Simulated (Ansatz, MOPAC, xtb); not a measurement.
Diatomic CS-, multiplicity 2 (lowest of 2S+1 = 2, 4 at CCSD(T)/def2-TZVPP on PBE0 minima; our sources give no spin for the ground state, which may be another).

Seven points along R, fitted to fifth degree in 1/R; most abundant isotopes. Runs in def2 and cc sets follow the lowest solution found near the PBE0 minimum.

Correlated levels freeze the cores. CBS(a, b) extrapolates the correlation energy as X⁻³ and adds the Hartree–Fock energy of set b. The state that AM1 reach isn't checked.

Programs: Ansatz (Gaussian basis) for Hartree–Fock, density functionals and correlated methods; MOPAC for AM1 (differences of heats of formation); xtb for the GFN methods.  The GFN methods have no spin term and hold the electronic entropy of 300 K.

```json
[
 {"level": "AM1", "r_e (Å)": "1.560", "ω_e (cm⁻¹)": "948", "ω_e x_e (cm⁻¹)": "3.1"},
 {"level": "GFN1-xTB", "r_e (Å)": "1.610", "ω_e (cm⁻¹)": "1173", "ω_e x_e (cm⁻¹)": "6.3"},
 {"level": "PBE/def2-TZVPP", "r_e (Å)": "1.639", "ω_e (cm⁻¹)": "985", "ω_e x_e (cm⁻¹)": "5.9"},
 {"level": "CAM-B3LYP/def2-TZVPP", "r_e (Å)": "1.616", "ω_e (cm⁻¹)": "…", "ω_e x_e (cm⁻¹)": "5.7"},
 {"level": "CCSD/aug-cc-pV(Q+d)Z", "r_e (Å)": "1.619", "ω_e (cm⁻¹)": "1025", "ω_e x_e (cm⁻¹)": "5.8"},
 {"level": "CCSD/def2-QZVPP", "r_e (Å)": "1.626", "ω_e (cm⁻¹)": "1025", "ω_e x_e (cm⁻¹)": "5.7"},
 {"level": "CCSD(T)/def2-QZVPP", "r_e (Å)": "1.633", "ω_e (cm⁻¹)": "1002", "ω_e x_e (cm⁻¹)": "5.9"},
 {"level": "CCSD(T)/CBS(aug-cc-pV(T+d)Z, aug-cc-pV(Q+d)Z)", "r_e (Å)": "…", "ω_e (cm⁻¹)": "…", "ω_e x_e (cm⁻¹)": "5.9"}
]
```

Task: Fill in the missing entries.

Result: 
- CCSD(T)/CBS(aug-cc-pV(T+d)Z, aug-cc-pV(Q+d)Z), r_e (Å): 1.623
- CCSD(T)/CBS(aug-cc-pV(T+d)Z, aug-cc-pV(Q+d)Z), ω_e (cm⁻¹): 1008
- CAM-B3LYP/def2-TZVPP, ω_e (cm⁻¹): 1046

Ansatz is a quantum-chemistry and plane-wave program.
